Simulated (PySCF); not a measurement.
**Substituent chemical shifts**

Parent skeleton `[CH2:1]=[CH:2][CH:3]([CH:4]=[O:5])[CH2:6][SiH3:7]`; one hydrogen on atom 3 is replaced by X. Hydrogens on one atom are averaged.

Theoretical values (PySCF 2.14): σ from GIAO-PBE0/pcSseg-1, geometry from GFN2-xTB. Fast rotation and ring inversion assumed for equivalent nuclei, a single conformation, non-relativistic Hamiltonian, in vacuum.

Referencing at the same level of theory: ¹³C (σref 186.93), ²⁹Si (σref 349.16), ¹H (σref 31.72) against TMS; ¹⁷O (σref 336.08) against H2O.

**Question.** Order these by the shift of H(C2), most shielded first.
A. X = F
B. X = OSiH3
C. X = CH2SiH3

**Answer.** C (5.56 ppm), B (6.12 ppm), A (6.26 ppm).

**Question.** Order these by the shift of C1, most shielded first.
A. X = CH2Cl
B. X = F
C. X = CH2SiH3
D. X = CHF2

**Answer.** A (123.1 ppm), C (126.0 ppm), D (128.1 ppm), B (132.8 ppm).

**Question.** Order these by the shift of H(C1), most shielded first.
A. X = CHF2
B. X = OSiH3
C. X = CH2Cl

**Answer.** C (5.32 ppm), A (5.57 ppm), B (5.85 ppm).

Unscaled 17O shifts of doubly bonded oxygen tend to come out too high, by tens of ppm or more. Experimental scales use liquid or dissolved standards, which lie at an offset from isolated H2O (liquid H2O: subtract about 36 ppm).
